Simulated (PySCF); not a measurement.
Species: C3H5B2F2N.
InChI=1S/C3H5B2F2N/c1-2-4(8)3-5(6)7/h1H,3,8H2

Torsions of this conformer, `[CH:1]#[C:2][B:3]([NH2:4])[CH2:5][B:6]([F:7])[F:8]`: C2–B3–C5–B6 -118°, B3–C5–B6–F7 99°, H–N4–B3–C2 178°, H–N4–B3–C2 0°.

The closed-shell ground state was solved at several levels (PySCF, density fitting, gas phase, non-relativistic). One conformer (not necessarily the lowest) at the GFN2-xTB geometry, without solvent, vibrations or thermal averaging.

| level | basis functions | HOMO (eV) | LUMO (eV) | gap (eV) | dipole (D) |
| --- | --- | --- | --- | --- | --- |
| B3LYP/pcJ-1 | 266 | -7.79 | -1.02 | 6.77 | 2.38 |
| B3LYP/def2-SVPD | 206 | -7.88 | -1.17 | 6.71 | 2.32 |

Problem. Estimate the row for PBE0/pcSseg-1, a basis of 161 functions; the other rows only guide the guess.

Solution. HOMO -8.06 eV, LUMO -0.84 eV, gap 7.22 eV, dipole 2.37 D.

Problem. Over all these levels, which gives the widest orbital gap and which the narrowest?

Solution. PBE0/pcSseg-1 (global hybrid, 25 % exact exchange) has the widest, 7.22 eV, and B3LYP/def2-SVPD (global hybrid, 20 % exact exchange) the narrowest, 6.71 eV. Functional and basis both differ between the two, so the spread mixes both effects.

Problem. How far do the dipole and the HOMO energy spread over the levels?

Solution. The dipole runs from 2.32 to 2.38 D (mean 2.36 D) and the HOMO from -8.06 to -7.79 eV.
